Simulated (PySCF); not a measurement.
**Radial density of C²⁺ (carbon, charge +2)**

UHF, [He] 2s2, closed-shell 1S. Calculation: PySCF 2.14, in def2-TZVPPD; the non-relativistic Hamiltonian (point nucleus).

```
r (bohr)  4πr²ρ (e/bohr)
 0.00389         0.02352
 0.00654         0.06466
  0.0110          0.1730
  0.0185          0.4478
  0.0311           1.089
  0.0523           2.394
  0.0880           4.434
   0.148           6.191
   0.249           5.402
   0.419           2.249
   0.705           1.117
    1.19           1.593
    1.99          0.5842
    3.35         0.02532
    5.64       2.764e-05
```
